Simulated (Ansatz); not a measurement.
Relaxation of BFH$_{6}$SiSn (10 atoms, charge 0, multiplicity 1), to a largest force component of 0.02 eV/Å in at most 50 steps.

Computed with RKS PBE0-D4/def2-SVP in Ansatz.

```xyz
10
Properties=species:S:1:pos:R:3
F -2.291 0.828 -0.519
Si -0.771 1.445 -0.738
B 0.433 -0.046 -0.779
Sn 0.678 -1.381 0.988
H -0.673 2.176 -2.025
H -0.422 2.357 0.376
H 1.168 -0.239 -1.711
H 0.231 -3.007 0.502
H -0.510 -0.827 2.264
H 2.239 -1.357 1.646
```

Task: Where does it end, and by what steps?

Result: The forces met the threshold. The force dipped under the threshold on the way, but the program's further checks kept it going. After 25 steps the energy has fallen by 0.389 eV; H7 moved furthest, 1.34 Å.

```json
{"step": "0", "energy less start (eV)": "0.0000", "largest force component (eV/Å)": "1.436", "accepted": "yes"}
{"step": "1", "energy less start (eV)": "-0.1462", "largest force component (eV/Å)": "1.324", "accepted": "yes"}
{"step": "2", "energy less start (eV)": "-0.2686", "largest force component (eV/Å)": "0.352", "accepted": "yes"}
{"step": "3", "energy less start (eV)": "-0.2882", "largest force component (eV/Å)": "0.432", "accepted": "yes"}
{"step": "4", "energy less start (eV)": "-0.3134", "largest force component (eV/Å)": "0.250", "accepted": "yes"}
{"step": "5", "energy less start (eV)": "-0.3300", "largest force component (eV/Å)": "0.285", "accepted": "yes"}
{"step": "6", "energy less start (eV)": "-0.3449", "largest force component (eV/Å)": "0.230", "accepted": "yes"}
{"step": "7", "energy less start (eV)": "-0.3633", "largest force component (eV/Å)": "0.131", "accepted": "yes"}
{"step": "8", "energy less start (eV)": "-0.3366", "largest force component (eV/Å)": "0.326", "accepted": "no"}
{"step": "9", "energy less start (eV)": "-0.3707", "largest force component (eV/Å)": "0.060", "accepted": "yes"}
{"step": "10", "energy less start (eV)": "-0.3745", "largest force component (eV/Å)": "0.077", "accepted": "yes"}
{"step": "11", "energy less start (eV)": "-0.3758", "largest force component (eV/Å)": "0.081", "accepted": "yes"}
{"step": "12", "energy less start (eV)": "-0.3771", "largest force component (eV/Å)": "0.060", "accepted": "yes"}
{"step": "13", "energy less start (eV)": "-0.3782", "largest force component (eV/Å)": "0.043", "accepted": "yes"}
{"step": "14", "energy less start (eV)": "-0.3795", "largest force component (eV/Å)": "0.050", "accepted": "yes"}
{"step": "15", "energy less start (eV)": "-0.3810", "largest force component (eV/Å)": "0.056", "accepted": "yes"}
{"step": "16", "energy less start (eV)": "-0.3790", "largest force component (eV/Å)": "0.221", "accepted": "no"}
{"step": "17", "energy less start (eV)": "-0.3838", "largest force component (eV/Å)": "0.057", "accepted": "yes"}
{"step": "18", "energy less start (eV)": "-0.3844", "largest force component (eV/Å)": "0.137", "accepted": "yes"}
{"step": "19", "energy less start (eV)": "-0.3855", "largest force component (eV/Å)": "0.185", "accepted": "yes"}
{"step": "20", "energy less start (eV)": "-0.3870", "largest force component (eV/Å)": "0.080", "accepted": "yes"}
{"step": "21", "energy less start (eV)": "-0.3882", "largest force component (eV/Å)": "0.014", "accepted": "yes"}
{"step": "22", "energy less start (eV)": "-0.3885", "largest force component (eV/Å)": "0.023", "accepted": "yes"}
{"step": "23", "energy less start (eV)": "-0.3886", "largest force component (eV/Å)": "0.062", "accepted": "yes"}
{"step": "24", "energy less start (eV)": "-0.3889", "largest force component (eV/Å)": "0.035", "accepted": "yes"}
{"step": "25", "energy less start (eV)": "-0.3890", "largest force component (eV/Å)": "0.006", "accepted": "yes"}
```

```xyz
10
Properties=species:S:1:pos:R:3
F -2.135 0.799 -0.113
Si -0.811 1.390 -0.870
B 0.794 0.287 -0.422
Sn 0.592 -1.465 0.981
H -1.092 1.373 -2.339
H -0.630 2.804 -0.417
H 1.867 0.567 -0.904
H -0.507 -2.600 0.312
H -0.066 -0.935 2.473
H 2.071 -2.273 1.301
```

Whether the end is a true minimum wasn't checked by a vibrational analysis.

The run took 64 s on 2 threads of Intel(R) Xeon(R) Platinum 8488C (Sapphire Rapids) (shared host), peak memory 0.25 GiB.
